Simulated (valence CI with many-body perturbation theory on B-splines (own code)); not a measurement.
Values are calculated unless marked as measured or tabulated.
## Ce9+: what each term of the Hamiltonian does

Method: configuration interaction combined with many-body perturbation theory (CI+MBPT): three valence electrons over a frozen Dirac-Fock core [Kr] 4d10, radial functions for each j: 8 s, 8 p, 9 d, 9 f, 6 g, 3 h, 2 i, with the one-electron correlation potential Σ1 (screened to all orders), the two-electron term Σ2, the three-electron term Σ3, Breit, model QED; selected single and double excitations, second order for the rest, scaled by the run's own slope (own B-spline code, finite nucleus).

No measured spectrum was set against this ion. As an estimate, levels hold to about 250 cm⁻¹ or 0.2 % of their energy and the worst to 1 %, as in measured heavy ions of charge 2 to 7; those with d or f electrons hold less well. Core correlation moves these levels by up to 41000 cm⁻¹, and in measured spectra 5 to 20 % of such shifts remained as error; rates that hang on mixing are uncertain with them.

Each rung adds one term. CI alone is the Dirac-Coulomb CI over the frozen core; QED comes last and gives the full result, which names the levels. Energies are above (5s^2 5p1/2) J=1/2 on the same rung, in eV. A blank means that the level has no clear partner on that rung.

Levels are named by their leading jj configuration (3d3/2^4 stands for four electrons in 3d with j = 3/2), which in mixed levels can hold well under half, so a name can repeat and another be missing. Letters in brackets count levels of one name in rising energy.

| Level | CI alone | + Σ1 | + Σ2 | + Σ3 | + Breit | Full |
| --- | --- | --- | --- | --- | --- | --- |
| (5s^2 5p3/2) J=3/2 | 4.041 | 4.163 | 4.191 | 4.192 | 4.139 | 4.146 |
| (4f5/2 5s^2) J=5/2 | 9.386 | 8.511 | 7.055 | 7.047 | 6.861 | 6.844 |
| (4f7/2 5s^2) J=7/2 | 9.677 | 8.845 | 7.403 | 7.395 | 7.180 | 7.165 |
| (5s 5p1/2^2) J=1/2 | 16.559 | 16.774 | 17.302 | 17.303 | 17.333 | 17.257 |
| (5s 5p1/2 5p3/2) J=3/2 [a] | 18.781 | 19.076 | 19.708 | 19.711 | 19.702 | 19.631 |
| (5s 5p1/2 5p3/2) J=5/2 | 20.264 | 20.581 | 21.088 | 21.097 | 21.076 | 21.006 |
| (4f5/2 5s 5p1/2) J=5/2 [a] |  | 23.778 | 22.969 | 22.942 | 22.797 | 22.707 |
| (4f7/2 5s 5p1/2) J=7/2 [a] | 24.862 | 24.207 | 23.378 | 23.361 | 23.192 | 23.104 |
| (4f5/2 5s 5p1/2) J=3/2 |  |  | 23.338 | 23.365 | 23.263 | 23.180 |
| (4f7/2 5s 5p1/2) J=5/2 | 25.436 | 24.770 | 23.902 | 23.912 | 23.747 | 23.658 |
| (4f5/2 5s 5p1/2) J=7/2 | 25.483 | 24.821 | 23.930 | 23.922 | 23.760 | 23.670 |
| (4f7/2 5s 5p1/2) J=9/2 | 25.602 | 24.974 | 24.134 | 24.130 | 23.945 | 23.858 |
| (5s 5p1/2 5p3/2) J=3/2 [b] |  |  | 24.066 | 24.085 | 24.005 | 23.931 |
| (4f5/2 5s 5p1/2) J=5/2 [b] |  |  | 24.646 | 24.645 | 24.501 | 24.417 |
| (4f7/2 5s 5p1/2) J=7/2 [b] | 26.807 | 26.180 | 25.322 | 25.257 | 25.077 | 24.988 |
| (5s 5p3/2^2) J=5/2 |  |  | 25.731 | 25.737 | 25.639 | 25.569 |
| (5s 5p1/2 5p3/2) J=1/2 | 26.462 | 26.791 | 25.954 | 25.946 | 25.944 | 25.872 |
| (4f7/2 5s 5p3/2) J=9/2 [a] | 28.336 | 27.788 | 27.010 | 26.991 | 26.777 | 26.694 |
| (4f5/2 5s 5p3/2) J=7/2 [a] | 28.448 | 27.869 | 27.046 | 27.018 | 26.820 | 26.736 |

How does the ionisation energy move along the ladder, and which term matters most?

CI alone 140.09, + Σ1 141.85, + Σ2 141.29, + Σ3 141.28, + Breit 141.16, + QED 141.17 eV. The largest step is Σ1, 1.76 eV. NIST lists 140 ± 2.2 eV (theoretical).
